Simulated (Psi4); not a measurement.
Two rigid molecules brought together: HBr ··· CH3F (SMILES Br and CF). Monomers: optimised at B3LYP-D3(BJ) (def2-TZVP), held rigid. Orientation: lowest of the rigid-body minima from ten starts at GFN2-xTB. The monomers approach along the line of their centres of mass (distance R); nothing else relaxes.

Computed with: PBE/def2-TZVP, counterpoise-corrected (Psi4); PBE-D3(BJ)/def2-TZVP, counterpoise-corrected (Psi4); wB97X-D/def2-TZVP, counterpoise-corrected (Psi4).

Interaction energies in kJ/mol; the last columns give the difference from wB97X-D:

```tsv
R / Å	PBE/def2-TZVP	PBE-D3(BJ)/def2-TZVP	wB97X-D/def2-TZVP	PBE/def2-TZVP − wB97X-D/def2-TZVP	PBE-D3(BJ)/def2-TZVP − wB97X-D/def2-TZVP
3.63	7.68	5.10	8.52	-0.84	-3.42
3.81	-3.02	-5.28	-2.83	-0.19	-2.45
4.01	-7.65	-9.58	-7.61	-0.04	-1.97
4.21	-8.71	-10.34	-8.72	0.01	-1.62
4.37	-8.42	-9.83	-8.55	0.14	-1.28
4.61	-7.30	-8.43	-7.72	0.42	-0.71
4.88	-5.90	-6.77	-6.57	0.67	-0.20
5.19	-4.53	-5.16	-5.28	0.74	0.12
5.72	-2.93	-3.27	-3.53	0.60	0.25
6.44	-1.76	-1.92	-2.13	0.37	0.20
7.43	-1.02	-1.08	-1.21	0.19	0.13
8.71	-0.57	-0.59	-0.66	0.09	0.07
```

PBE/def2-TZVP is furthest from wB97X-D/def2-TZVP at 3.63 (-0.84 kJ/mol, below); its mean absolute difference over the points is 0.36 kJ/mol.

PBE-D3(BJ)/def2-TZVP is furthest from wB97X-D/def2-TZVP at 3.63 (-3.42 kJ/mol, below); its mean absolute difference over the points is 1.03 kJ/mol.
